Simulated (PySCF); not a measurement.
The dipole of `CC(C)OC(=O)C(=O)O[SiH3]` from its density and from atomic charges.

Coordinates (GFN2-xTB, Å) and charges (e) from the PBE0/pcSseg-1 density (PySCF):

```json
{"atom": "C1", "x": "-2.388", "y": "-0.249", "z": "1.101", "Mulliken": "-0.2373", "IAO": "-0.4326", "Hirshfeld": "-0.1237", "ESP-fitted": "-0.6990"}
{"atom": "C2", "x": "-1.887", "y": "0.382", "z": "-0.193", "Mulliken": "-0.0918", "IAO": "+0.0948", "Hirshfeld": "+0.0599", "ESP-fitted": "+0.6798"}
{"atom": "C3", "x": "-2.773", "y": "0.045", "z": "-1.381", "Mulliken": "-0.2016", "IAO": "-0.4248", "Hirshfeld": "-0.1201", "ESP-fitted": "-0.6785"}
{"atom": "O4", "x": "-0.571", "y": "-0.128", "z": "-0.494", "Mulliken": "-0.4352", "IAO": "-0.3154", "Hirshfeld": "-0.0802", "ESP-fitted": "-0.5111"}
{"atom": "C5", "x": "0.455", "y": "0.447", "z": "0.096", "Mulliken": "+0.4864", "IAO": "+0.4694", "Hirshfeld": "+0.1995", "ESP-fitted": "+0.5903"}
{"atom": "O6", "x": "0.411", "y": "1.373", "z": "0.863", "Mulliken": "-0.3821", "IAO": "-0.4377", "Hirshfeld": "-0.2430", "ESP-fitted": "-0.5150"}
{"atom": "C7", "x": "1.775", "y": "-0.228", "z": "-0.333", "Mulliken": "+0.4944", "IAO": "+0.4817", "Hirshfeld": "+0.2045", "ESP-fitted": "+0.7123"}
{"atom": "O8", "x": "1.832", "y": "-1.148", "z": "-1.102", "Mulliken": "-0.3712", "IAO": "-0.4244", "Hirshfeld": "-0.2418", "ESP-fitted": "-0.5129"}
{"atom": "O9", "x": "2.810", "y": "0.323", "z": "0.246", "Mulliken": "-0.5550", "IAO": "-0.5546", "Hirshfeld": "-0.1768", "ESP-fitted": "-0.4965"}
{"atom": "Si10", "x": "4.387", "y": "-0.171", "z": "0.004", "Mulliken": "+0.6833", "IAO": "+0.8565", "Hirshfeld": "+0.4042", "ESP-fitted": "+0.5755"}
{"atom": "H11", "x": "-1.730", "y": "0.016", "z": "1.926", "Mulliken": "+0.1354", "IAO": "+0.1562", "Hirshfeld": "+0.0413", "ESP-fitted": "+0.1932"}
{"atom": "H12", "x": "-3.388", "y": "0.111", "z": "1.323", "Mulliken": "+0.1202", "IAO": "+0.1502", "Hirshfeld": "+0.0511", "ESP-fitted": "+0.1731"}
{"atom": "H13", "x": "-2.412", "y": "-1.332", "z": "1.001", "Mulliken": "+0.1186", "IAO": "+0.1467", "Hirshfeld": "+0.0429", "ESP-fitted": "+0.1922"}
{"atom": "H14", "x": "-1.802", "y": "1.469", "z": "-0.063", "Mulliken": "+0.1340", "IAO": "+0.1467", "Hirshfeld": "+0.0381", "ESP-fitted": "+0.0043"}
{"atom": "H15", "x": "-3.776", "y": "0.426", "z": "-1.212", "Mulliken": "+0.1179", "IAO": "+0.1491", "Hirshfeld": "+0.0507", "ESP-fitted": "+0.1701"}
{"atom": "H16", "x": "-2.374", "y": "0.489", "z": "-2.289", "Mulliken": "+0.1264", "IAO": "+0.1532", "Hirshfeld": "+0.0459", "ESP-fitted": "+0.1736"}
{"atom": "H17", "x": "-2.817", "y": "-1.032", "z": "-1.513", "Mulliken": "+0.1213", "IAO": "+0.1502", "Hirshfeld": "+0.0458", "ESP-fitted": "+0.1967"}
{"atom": "H18", "x": "5.031", "y": "0.791", "z": "0.884", "Mulliken": "-0.0951", "IAO": "-0.1187", "Hirshfeld": "-0.0663", "ESP-fitted": "-0.0809"}
{"atom": "H19", "x": "4.708", "y": "-0.012", "z": "-1.409", "Mulliken": "-0.0841", "IAO": "-0.1231", "Hirshfeld": "-0.0661", "ESP-fitted": "-0.0838"}
{"atom": "H20", "x": "4.504", "y": "-1.560", "z": "0.434", "Mulliken": "-0.0844", "IAO": "-0.1233", "Hirshfeld": "-0.0662", "ESP-fitted": "-0.0831"}
```

Problem. Form Σ q r in debye for every column and set it beside the full dipole.

Solution. The full density gives (-0.52, -0.05, 0.06) D, 0.53 D in size; dipole vectors point from the negative to the positive end.

```tsv
scheme	μx	μy	μz	size (D)	share of the full size (%)	angle to the full dipole (°)
Mulliken	-1.26	-0.58	-0.05	1.39	264	21
IAO	0.21	-0.25	-0.08	0.33	63	125
Hirshfeld	-0.19	-0.13	-0.09	0.25	48	40
ESP-fitted	-0.51	-0.07	0.06	0.51	98	2
```

Problem. Which set comes closest?

Solution. Length of the difference vector: ESP-fitted 0.02 D, Hirshfeld 0.37 D, IAO 0.77 D, Mulliken 0.92 D. Closest: ESP-fitted. 

Problem. What is left for the Hirshfeld atoms' own dipoles?

Solution. The Hirshfeld atoms' densities add up to the full density, so μ = Σ q r + Σ (atomic dipoles). The atomic dipoles sum to (-0.52, -0.05, 0.06) − (-0.19, -0.13, -0.09) = (-0.33, 0.08, 0.15) D, 0.37 D in size.

Problem. With the origin at the mean of the coordinates, (0.000, 0.001, -0.106) Å, which are the largest single terms, by size, of the Mulliken dipole along the direction of the full one?

Solution. Si10 -14.16, O9 +7.39, C7 -4.18, O8 +3.25, C1 -2.87 D; all 20 atoms together +1.30 D. The single terms depend on the origin, their sum doesn't.

Problem. Give the size of the full dipole in other units.

Solution. 0.53 D = 0.207 au = 0.110 e·Å = 1.76 × 10⁻³⁰ C·m.

Isolated species at its GFN2-xTB geometry (one conformer only).

The values belong to the conformer `[CH3:1][CH:2]([CH3:3])[O:4][C:5](=[O:6])[C:7](=[O:8])[O:9][SiH3:10]`: C1–C2–O4–C5 -83°, C2–O4–C5–O6 -1°, O4–C5–C7–O8 0°, C5–C7–O9–Si10 180°.
